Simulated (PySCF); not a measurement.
Basis-set dependence of CsCl at PBE0

PySCF, UKS reference; singlet, unpaired electrons none; De to Cs + Cl without counterpoise correction.

```json
{"basis": "def2-SVPD", "relativity": "scalar-relativistic core potentials", "functions": "54", "Re (Å)": "2.988", "ωe (cm⁻¹)": "206", "De (eV)": "4.41", "μ (D)": "-11.03"}
{"basis": "def2-TZVPP", "relativity": "scalar-relativistic core potentials", "functions": "78", "Re (Å)": "2.910", "ωe (cm⁻¹)": "215", "De (eV)": "4.38", "μ (D)": "-10.17"}
{"basis": "x2c-TZVPall", "relativity": "spin-free X2C", "functions": "106", "Re (Å)": "2.889", "ωe (cm⁻¹)": "217", "De (eV)": "4.43", "μ (D)": "-9.88"}
```

Task: How does each smaller set differ from the one with most functions, x2c-TZVPall?

Result: def2-SVPD: +9.9 pm, -5.1 % in ωe, -0.02 eV in De; def2-TZVPP: +2.1 pm, -0.9 % in ωe, -0.05 eV in De. All at PBE0; the set with most functions is neither the basis-set limit nor always the best. The rows treat relativity differently, so the differences are not basis effects alone.

A positive dipole means Cs(−)Cl(+). Measured (Huber and Herzberg, Constants of Diatomic Molecules (1979)): Re = 2.906272 Å, ωe = 214.17 cm⁻¹. These are scalar-relativistic numbers at best; spin–orbit coupling would shift them, the dissociation energy most.
